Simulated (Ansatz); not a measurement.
`O[SiH]([SiH3])[O][AlH2]`, relaxed with RKS PBE0-D4/def2-TZVP in Ansatz 0.2.0 from a PBE-D4/def2-SVP geometry. The force threshold is 0.005 eV/Å; the program also tests the step.

Charge 0, multiplicity 1.

Start:

```xyz
12

O     1.325    0.960   -1.556
Si    0.697    0.695   -0.019
Si   -1.531    1.437   -0.141
O     0.732   -0.922    0.382
Al    0.439   -2.580    0.715
H     2.284    0.817   -1.643
H     1.517    1.419    1.022
H    -2.282    0.621   -1.162
H    -1.622    2.892   -0.521
H    -2.203    1.251    1.195
H    -0.941   -2.974    1.409
H     1.584   -3.617    0.320
```

Task: How much energy does the relaxation release, and in how many steps? (Best estimate.)

Result: Ansatz gave: 8.19 kJ/mol, in 11 steps, 1 of them rejected.

Task: Which bonds change most? (Estimate.)

Result: The calculation gave: Si2–O4 from 1.667 to 1.624 Å; O1–Si2 from 1.681 to 1.646 Å; O4–Al5 from 1.716 to 1.685 Å; Si2–H7 from 1.511 to 1.492 Å.

Task: Give the relaxed structure. (An estimate is asked.)

Result: Computed: 
```xyz
12

O     1.314    0.924   -1.526
Si    0.682    0.656   -0.030
Si   -1.527    1.427   -0.141
O     0.719   -0.920    0.363
Al    0.449   -2.545    0.712
H     2.261    0.829   -1.635
H     1.496    1.378    0.991
H    -2.291    0.660   -1.164
H    -1.582    2.873   -0.487
H    -2.193    1.234    1.177
H    -0.925   -2.945    1.381
H     1.597   -3.570    0.359
```
